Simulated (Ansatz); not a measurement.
Born–Oppenheimer molecular dynamics of CH5InO2 (9 atoms, charge 0, multiplicity 1). It starts at the highest image of a converged band. Of that band: Neighbouring images differ by up to 2.5 eV, so the band resolves the path poorly. A vibrational analysis at the climbing image gives one clearly imaginary mode, 1075i cm⁻¹: a first-order saddle point.

The calculation used RKS B3LYP-D4/def2-SVP (Ansatz).

- ensemble: NVE (velocity Verlet)
- time step: 0.5 fs
- steps asked: 200
- starting velocities drawn for: 300 K
- seed: 11866

First frame:

```xyz
9
Properties=species:S:1:pos:R:3
C -0.104 1.390 -0.703
O 0.307 0.575 0.353
In 0.748 -1.413 1.085
O -0.584 -2.899 0.869
H 0.441 1.182 -1.648
H 0.043 2.462 -0.465
H -1.184 1.254 -0.920
H 1.749 0.025 0.940
H -1.415 -2.574 0.488
```

Task: How far do the bonds stretch over the last three quarters of this one trajectory? (Pairs bonded in most of those frames.)

Result: 
```
  bond  mean (Å)  spread (Å)  shortest  longest
 C1–O2     1.393       0.029      1.33     1.43
 C1–H5     1.112       0.010      1.09     1.13
 C1–H6     1.111       0.013      1.09     1.13
 C1–H7     1.112       0.009      1.10     1.13
O2–In3     2.038       0.141      1.88     2.24
In3–O4     2.012       0.053      1.92     2.09
In3–H8     1.761       0.085      1.61     1.96
 O4–H9     0.972       0.021      0.94     1.01
```

Mean temperature of the second half: 969 K. The conserved energy stayed within 0.15 meV per atom of its start (net change 0.022 meV per atom), so the integration is sound. The kinetic energy rose, since the run started high on the potential surface and went downhill. A run of 0.1 ps of so small a system gives no equilibrium averages. The orbitals stay closed-shell, which can raise the energy where a bond breaks towards radicals; this wasn't checked here.

Run time: 5 min on 2 threads of AMD EPYC 9R14 (Zen 4), on a shared host, peak memory 0.21 GiB.
